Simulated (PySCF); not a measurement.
# C6H10N: g tensor and hyperfine couplings

Compound: C₆H₁₀N (doublet state).
SMILES with atom numbers: `[H]/[N:7]=[CH:6]/[C@@H:4](/[C:3]=[CH:2]\[CH3:1])[CH3:5]` (hydrogens: H8, H9, H10 on C1; H11 on C2; H12 on C4; H13, H14, H15 on C5; H16 on C6; H17 on N7)

Cartesian coordinates in Å at the GFN2-xTB level; atoms count from 1:
```
atom  x, y, z in Å
C1     2.349   -0.445   -0.489
C2     1.635    0.786    0.034
C3     0.409    0.896    0.424
C4    -0.917    0.347    0.664
C5    -2.023    1.254    0.116
C6    -0.908   -0.991   -0.023
N7    -0.809   -2.047    0.654
H8     2.638   -0.287   -1.527
H9     1.710   -1.320   -0.420
H10    3.251   -0.616    0.096
H11    2.281    1.661    0.072
H12   -1.054    0.187    1.739
H13   -1.892    1.408   -0.953
H14   -2.997    0.802    0.290
H15   -1.990    2.222    0.611
H16   -0.936   -0.932   -1.120
H17   -0.756   -2.913    0.122
```

The hyperfine couplings belong to this conformer and change with its torsions.

The calculation used PySCF 2.14.0, UKS B3LYP, pcH-1 on C H N, non-relativistic, mean-field spin-orbit, GIAO. Isolated species at its GFN2-xTB geometry (one conformer only). The geometry wasn't refined by DFT: couplings that depend on bond lengths, twists or pyramidal angles can differ widely from those at the functional's own minimum. No stability test was run, so a lower SCF solution isn't excluded.

```
g1, g2, g3        : 2.00159, 2.00244, 2.00280
g_iso             : 2.00227
Form of g         : rhombic: the two nearest values differ by 30 % of g3 − g1
⟨S²⟩              : 0.7591 (exact 0.7500)
α and β electrons : 27, 26
Total energy      : -289.31903 Eh
Basis functions   : 275
```

Isotropic coupling and dipolar principal values T1 to T3, in MHz; ρ(0) is the spin density at the nucleus:

```tsv
atom	isotope	a_iso	T1	T2	T3	Mulliken spin population	ρ(0) (bohr⁻³)
C1	13C	84.3	-7.9	-7.1	15.0	0.08	0.0750
C2	13C	-25.9	-16.2	2.4	13.9	-0.16	-0.0230
C3	13C	206.2	-80.1	-60.8	140.9	0.97	0.1834
C4	13C	-5.4	-4.0	-2.4	6.4	-0.05	-0.0048
C5	13C	36.1	-2.7	-2.4	5.1	0.02	0.0321
C6	13C	68.1	-9.6	-2.8	12.3	0.01	0.0606
N7	14N	6.0	-3.9	-2.9	6.8	0.07	0.0186
H8	1H	-9.2	-4.0	-1.8	5.8	0.00	-0.0021
H9	1H	-6.5	-5.6	-0.8	6.4	-0.01	-0.0015
H10	1H	-7.2	-4.0	-1.7	5.7	0.00	-0.0016
H11	1H	135.1	-6.1	-4.9	10.9	0.06	0.0302
H12	1H	12.1	-5.9	-4.2	10.1	0.00	0.0027
H13	1H	-1.8	-3.6	-2.8	6.4	0.00	-0.0004
H14	1H	1.0	-2.4	-1.7	4.2	0.00	0.0002
H15	1H	-1.6	-4.7	-2.5	7.3	0.01	-0.0004
H16	1H	1.1	-3.3	-2.2	5.5	0.00	0.0003
H17	1H	6.0	-4.5	-1.6	6.1	0.00	0.0013
```

The largest Mulliken spin populations are on C3 (+0.97), C2 (-0.16), C1 (+0.08) and N7 (+0.07). C3 is the only atom above +0.15.

Axes: g1 points within 10° of the C2–C3 bond.

Under fast tumbling the dipolar parts average out, and these isotropic splittings remain: 1 × 1H (H11, I = 1/2, 2 lines) with 4.82 mT, 1 × 1H (H12, I = 1/2, 2 lines) with 0.43 mT, 3 × 1H (H8/H9/H10, I = 1/2, 4 lines) with 0.27 mT, 1 × 14N (N7, I = 1, 3 lines) with 0.21 mT, 1 × 1H (H17, I = 1/2, 2 lines) with 0.21 mT and 1 × 1H (H16, I = 1/2, 2 lines) with 0.04 mT.

Nuclei that the bonding pattern makes equivalent are averaged, as if the motion that swaps them (rotation, inversion, ring flip) were fast.

The 13C coupling of C3 (206.2 MHz) shows only in satellite lines or after enrichment, since that isotope makes up about 1.07 % of natural carbon.
